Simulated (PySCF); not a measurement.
## Bonding in `CCC(C)(C)[P@@](C)(=O)O`

Species: C6H15O2P.
Atom-mapped SMILES: `[CH3:1][CH2:2][C:3]([CH3:4])([CH3:5])[P@@:6]([CH3:7])(=[O:8])[OH:9]` (hydrogens: H10, H11, H12 on C1; H13, H14 on C2; H15, H16, H17 on C4; H18, H19, H20 on C5; H21, H22, H23 on C7; H24 on O9)

Cartesian coordinates in Å at the GFN2-xTB level; atoms count from 1:
```
atom  x, y, z in Å
C1     1.836    0.119   -1.457
C2     1.249    0.825   -0.242
C3     0.289   -0.029    0.589
C4    -0.258    0.809    1.741
C5     0.951   -1.293    1.122
P6    -1.131   -0.621   -0.462
C7    -1.961    0.832   -1.212
O8    -0.852   -1.711   -1.408
O9    -2.213   -1.118    0.636
H10    2.413    0.823   -2.055
H11    1.047   -0.298   -2.076
H12    2.497   -0.690   -1.157
H13    0.717    1.721   -0.575
H14    2.063    1.158    0.410
H15   -1.023    0.260    2.286
H16   -0.694    1.735    1.375
H17    0.546    1.061    2.431
H18    1.874   -1.055    1.650
H19    1.176   -1.973    0.303
H20    0.279   -1.802    1.812
H21   -2.291    1.536   -0.456
H22   -1.291    1.316   -1.916
H23   -2.823    0.447   -1.753
H24   -2.410   -2.032    0.424
```

Bond orders from the PBE0/pcSseg-1 density (PySCF). Geometry: GFN2-xTB, one conformer, isolated molecule.

Question: Where do the orders between heavy atoms depart from those drawn in the SMILES?

Answer: The largest departure is 0.176, at P6–O8 (drawn double, 1.824) and C3–P6 (drawn single, 0.827). Drawn single, order below 0.88: C3–P6 (0.827).

Question: Set the Mayer orders of the bonds between heavy atoms beside their lengths.

Answer: 
```
 bond  drawn as  length (Å)  Mayer order
C1–C2    single       1.523        1.060
C2–C3    single       1.531        0.985
C3–C4    single       1.526        1.008
C3–C5    single       1.524        0.997
C3–P6    single       1.863        0.827
P6–C7    single       1.834        0.976
P6–O8    double       1.470        1.824
P6–O9    single       1.620        0.966
```

Bonds between the same two heavy elements. C–C: lowest C2–C3 (0.985, 1.531 Å), highest C1–C2 (1.060, 1.523 Å). C–P: lowest C3–P6 (0.827, 1.863 Å), highest P6–C7 (0.976, 1.834 Å). O–P: lowest P6–O9 (0.966, 1.620 Å), highest P6–O8 (1.824, 1.470 Å).

Question: And the bonds to hydrogen?

Answer: C–H: 0.93 to 0.96 (14 bonds); H–O: 0.94 (1 bond).

Question: Sum the orders of all bonds at each heavy atom with more than one neighbour and set the sums beside the valence in the SMILES.

Answer: C1 3.932 (drawn 4), C2 3.939 (drawn 4), C3 3.817 (drawn 4), C4 3.876 (drawn 4), C5 3.863 (drawn 4), P6 4.593 (drawn 5), C7 3.792 (drawn 4), O9 1.901 (drawn 2). Orders between atoms that aren't bonded are not in these sums.

The Mayer order sums products of elements of PS (density times overlap matrix) between the two atoms' basis functions, so it depends on the basis set.
